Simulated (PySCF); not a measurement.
A GIAO shielding run with PySCF 2.14 (density fitting, non-relativistic, gas phase) on `C=CC1=C[P@@H](=O)CC1`, C6H9OP:

```
$ OMP_NUM_THREADS=1 python probes_run.py task.json out

{"job": {"kind": "nmr", "xc": "PBE0", "basis": "pcSseg-1"}, "charge": 0, "multiplicity": 1}
C      1.673784    -1.946600     1.179824
C      1.082171    -1.651693     0.026051
C      0.277628    -0.474254    -0.232627
C     -0.190826    -0.161507    -1.450349
P     -1.145911     1.361832    -1.422838
O     -2.402694     1.436277    -2.169532
C     -1.214887     1.382665     0.410134
C     -0.050597     0.504241     0.869464
H      1.600013    -1.315784     2.049132
H      2.264593    -2.839214     1.292377
H      1.200162    -2.317534    -0.819394
H     -0.038850    -0.754239    -2.337317
H     -0.242235     2.371927    -1.767122
H     -2.176755     0.934072     0.676346
H     -1.181677     2.386756     0.831837
H      0.834815     1.116980     1.060301
H     -0.295731    -0.021895     1.793801
```

Hardware: 1 thread of an Arm Neoverse V2, shared host. The job also computes population analyses, field gradients, ring-centre shieldings.

**Question.** How large is the calculation?

**Answer.** 68 electrons, 188 basis functions and 994 auxiliary functions.

**Question.** How long does it take, and how much memory does it need?

**Answer.** 22 s of wall time, with 15 SCF cycles and 5 response iterations; peak memory 0.85 GiB. Times on a shared host scatter by some tens of per cent.
